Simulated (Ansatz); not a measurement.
The cluster Ta₃⁻, relaxed as a singlet with RKS PBE-D4/def2-TZVPD in Ansatz, starting from the GFN2-xTB geometry. Force threshold 0.02 eV/Å.

In the def2 sets Ta takes a core potential; there is no spin–orbit coupling. The restricted singlet is unstable: a solution with broken spin symmetry lies lower. The highest occupied level of the charge -1 singlet lies above zero (up to 0.57 eV). Its loss leaves the charge 0 doublet, which lies 1.24 eV higher (vertical, at PBE-D4/def2-TZVPD), but this difference is unsure: the doublet is doubtful (geometry relaxed on an unsound state). The relaxation made no stability test and no search for a lower SCF solution. At PBE-D4/def2-TZVPD a quintet of charge -1 lies 0.47 eV below the restricted singlet, each at its own geometry. The structure comes from a short search, and lower isomers may exist.

Start:

```xyz
3

Ta   -0.130   -0.563    3.781
Ta    0.021   -0.023   -0.003
Ta    0.109    0.586   -3.778
```

| step | energy (eV) | largest force component (eV/Å) | SCF passes |
| --- | --- | --- | --- |
| 1 | -4641.6188 | 1.391 | 312 |
| 2 | -4642.4006 | 1.647 | 47 |
| 3 | -4643.2734 | 1.924 | 36 |
| 4 | -4644.3200 | 2.123 | 35 |
| 5 | -4645.4387 | 2.235 | 37 |
| 6 | -4646.5830 | 2.158 | 42 |
| 7 | -4647.5789 | 1.617 | 133 |
| 8 | -4648.4815 | 1.892 | 182 |
| 9 | -4648.9925 | 0.688 | 141 |
| 10 | -4649.2485 | 0.604 | 45 |
| 11 | -4649.4514 | 0.690 | 40 |
| 12 | -4649.8236 | 1.949 | 111 |
| 13 | -4650.3860 | 1.248 | 36 |
| 14 | -4651.0378 | 1.610 | 36 |
| 15 | -4651.7491 | 1.798 | 35 |
| 16 | -4652.3086 | 0.526 | 35 |
| 17 | -4652.3221 | 0.595 | 37 |
| 18 | -4652.3443 | 0.076 | 32 |
| 19 | -4652.3445 | 0.024 | 27 |
| 20 | -4652.3445 | 0.004 | 28 |

Force components are those of the run's own axes.

End:

```xyz
3

Ta   -0.470    0.259    1.419
Ta    0.849   -0.928   -0.111
Ta   -0.379    0.669   -1.309
```

Bonds formed: Ta1–Ta3 (atoms count from 1).

No frequencies were taken in this run, so the end may be a saddle point.

Hardware: 4 threads of Intel Xeon 6975P-C on a shared host. Wall time 25 s.
